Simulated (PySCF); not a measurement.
Species: C8H6 (charge +1 and doublet state).
Structure used (GFN2-xTB), in Å, numbered top down from 1:
```xyz
14
C8H6 angstrom
C     -3.8865   -0.2853   -0.3118
C     -2.7194    0.0235   -0.3365
C     -1.3339    0.3909   -0.3673
C     -0.4202   -0.6518    0.2959
C      0.9573   -0.3073    0.2746
C      2.1388    0.0099    0.2447
C      3.4396    0.3345    0.2250
C      4.6198    0.6321    0.2054
H     -4.9088   -0.5372   -0.2999
H     -1.2212    1.3626    0.1303
H     -1.0379    0.5410   -1.4135
H     -0.7259   -0.8064    1.3410
H     -0.5443   -1.6264   -0.1984
H      5.6418    0.8896    0.1885
```

Identity: `C#CCCC#C[C]=[CH+]` [radical] (charge +1).

The calculation used UKS B3LYP, pcH-1 on C H, non-relativistic, mean-field spin-orbit, GIAO in PySCF 2.14.0. Geometry: GFN2-xTB, one conformer, isolated ion. A GFN2-xTB geometry isn't a minimum of the functional, and hyperfine couplings can be far from their values at a DFT geometry, by a factor of two or more for some ions and for spin on atoms past the first row.

Output of the driver script. The program numbers atoms from 0.

```
UKS, coarse grid
  cycle   1  E = -307.90876478  |g| = 2.87e-01
  cycle   2  E = -307.62842417  |g| = 6.33e-01
  cycle   3  E = -307.93584074  |g| = 1.53e-01
  cycle   4  E = -307.83398597  |g| = 3.18e-01
  cycle   5  E = -307.94340587  |g| = 1.12e-01
  cycle   6  E = -307.94979542  |g| = 8.43e-02
  cycle   7  E = -307.95820090  |g| = 1.46e-02
  cycle   8  E = -307.95734102  |g| = 3.71e-02
  cycle   9  E = -307.95793160  |g| = 2.59e-02
  cycle  10  E = -307.95783328  |g| = 2.79e-02
  cycle  11  E = -307.95785735  |g| = 2.74e-02
  cycle  12  E = -307.95816800  |g| = 2.06e-02
  cycle  13  E = -307.95852660  |g| = 6.09e-03
  cycle  14  E = -307.95856121  |g| = 1.58e-03
  cycle  15  E = -307.95856140  |g| = 1.57e-03
  cycle  16  E = -307.95856373  |g| = 4.28e-04
UKS, final grid
  cycle   1  E = -307.95854908  |g| = 2.66e-03
  cycle   2  E = -307.95828421  |g| = 1.68e-02
  cycle   3  E = -307.95855594  |g| = 1.90e-04
  cycle   4  E = -307.95855597  |g| = 1.01e-04
  cycle   5  E = -307.95855598  |g| = 4.62e-05
  cycle   6  E = -307.95855599  |g| = 3.14e-05
  cycle   7  E = -307.95855599  |g| = 2.69e-05
E = -307.95855599 Eh   <S^2> = 0.7581 (exact 0.7500)
g shifts (ppm)      1          2          3
  rmc          -143       -143       -143
  gc              0         33         32
  oz_so           1        505      78081
  total        -143        394      77971
hyperfine (MHz)  atom isotope    a_iso     a_fc   dipolar eigenvalues
    0   13C       6.14       6.14    -14.68    -13.33     28.00
    1   13C      -1.77      -1.77    -11.79     -7.83     19.63
    2   13C      -3.18      -3.18     -1.36     -0.09      1.44
    3   13C      -9.25      -9.25     -2.92     -1.36      4.28
    4   13C       9.65       9.65    -25.61    -22.25     47.86
    5   13C      -5.98      -5.98    -17.38    -11.22     28.60
    6   13C     -22.87     -22.87    -11.48      0.24     11.24
    7   13C      23.36      23.36    -30.52    -27.58     58.09
    8    1H     -13.03     -13.03     -6.78     -1.75      8.53
    9    1H      10.44      10.44     -2.49      0.95      1.53
   10    1H      10.42      10.42     -2.49      0.95      1.54
   11    1H      48.19      48.19     -3.62     -0.35      3.97
   12    1H      48.19      48.19     -3.63     -0.35      3.97
   13    1H     -29.34     -29.34    -13.67     -2.94     16.61
```

Task: The SCF converged. Why should these EPR parameters still be doubted?

Result: The largest g shift is +0.078, past the limit of 0.03 at which the run flags a species of elements up to argon. The orbital-Zeeman/spin–orbit term is second order, a sum of spin–orbit matrix elements over excitation energies, so it grows and becomes less reliable as an excited state comes close; a shift this large should be checked with a method that treats spin–orbit coupling variationally or among several states. The contact and dipolar couplings don't rest on that expansion, but they belong to the state that the SCF found, and a close-lying state with the spin in another orbital would have other couplings; no stability test was run.

Task: Where is the spin in this solution (atoms counted from 1)?

Result: The largest Mulliken spin populations are on C8 (+0.35), C5 (+0.25), C1 (+0.16) and C6 (+0.13). Three atoms exceed +0.15. The unrestricted determinant has ⟨S²⟩ = 0.7581 (exact 0.7500), so spin contamination is small. The SMILES `C#CCCC#C[C]=[CH+]` draws the unpaired electron on C7, whose computed spin population is only +0.01.

Task: Average a_iso over equivalent nuclei, turn it into first-order splittings with g = 2.0023, and give the multiplets for abundant isotopes (0.05 mT or more).

Result: 
| nuclei (from 1) | isotope | I | position | a_iso (MHz) | \|a\| (mT) | splits into |
| --- | --- | --- | --- | --- | --- | --- |
| H12/H13 | 1H | 1/2 | 2 bonds from C5 | 48.2 | 1.72 | 1:2:1 triplet |
| H14 | 1H | 1/2 | 1 bond from C8 | -29.3 | 1.05 | 1:1 doublet |
| H9 | 1H | 1/2 | 5 bonds from C5, on C1 of spin population +0.16 | -13.0 | 0.46 | 1:1 doublet |
| H10/H11 | 1H | 1/2 | 3 bonds from C5 | 10.4 | 0.37 | 1:2:1 triplet |

Main spin sites, with 60 % or more of the largest population: C5, C8; positions count bonds from the nearest.

The run took 60 s (with the writing of density and orbital grids) on an Arm Neoverse V1 with one thread (shared host), and the process peaked at 0.90 GiB of memory.
